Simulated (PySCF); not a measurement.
These are PBE-D3(BJ)/def2-TZVP // B3LYP-D3(BJ)/def2-TZVP (PySCF) values and carry that method's errors. All species are isolated molecules in the gas phase. Delta-SCF ions had no search for a lower state. Excitations are Tamm–Dancoff values on a coarser integration grid. The basis has no diffuse functions, so Rydberg states are missing or too high.

Reference species (SMILES): `C#C[SiH3]` (neutral, multiplicity 1).

```
Property                                   Value
--------------------------------------  --------
S1 excitation (TDA)                      6.07 eV
HOMO–LUMO gap                            6.07 eV
vertical ionisation energy (Delta-SCF)  10.44 eV
```

Changed species: `C1=C[SiH2]1`.

Give the shifts of the S1 excitation (TDA), HOMO–LUMO gap and vertical ionisation energy (Delta-SCF).

the S1 excitation (TDA) falls by 0.76 eV, to 5.31 eV; the HOMO–LUMO gap decreases by 1.09 eV, to 4.98 eV; the vertical ionisation energy (Delta-SCF) drops by 0.74 eV, to 9.70 eV.
